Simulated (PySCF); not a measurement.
Computed shifts of a molecule C2H4FNOSi, PySCF with PBE0/pcSseg-1, GIAO, gas phase, atoms alike by connectivity averaged where their shifts nearly agree, in ppm (number of nuclei): ¹³C: 130.2 (1), 80.9 (1). ¹⁵N: 36.4 (1). ²⁹Si: -47.8 (1). ¹⁹F: -300.2 (1). ¹H: 5.29 (1), 5.07 (1), 4.92 (1), 4.69 (1). References: ¹⁷O against H2O (σ = 334.2 ppm); ¹³C against TMS (σ = 186.3 ppm); ¹⁵N against NH3 (σ = 267.4 ppm); ²⁹Si against TMS (σ = 352.7 ppm); ¹⁹F against CFCl3 (σ = 167.2 ppm); ¹H against TMS (σ = 31.56 ppm), references at their B3LYP-D3(BJ)/def2-TZVP geometries, non-relativistic. Geometry optimised at B3LYP-D3(BJ)/def2-SVP. Other conformers were not sampled.

**Question.** Which structure fits?
(A) F[Si@@H]1COC=N1
(B) F[C@@H]1N=CO[SiH2]1
(C) F[Si@@H]1CN=CO1
(D) O=C=N[SiH2]CF

**Answer.** D, O=C=N[SiH2]CF
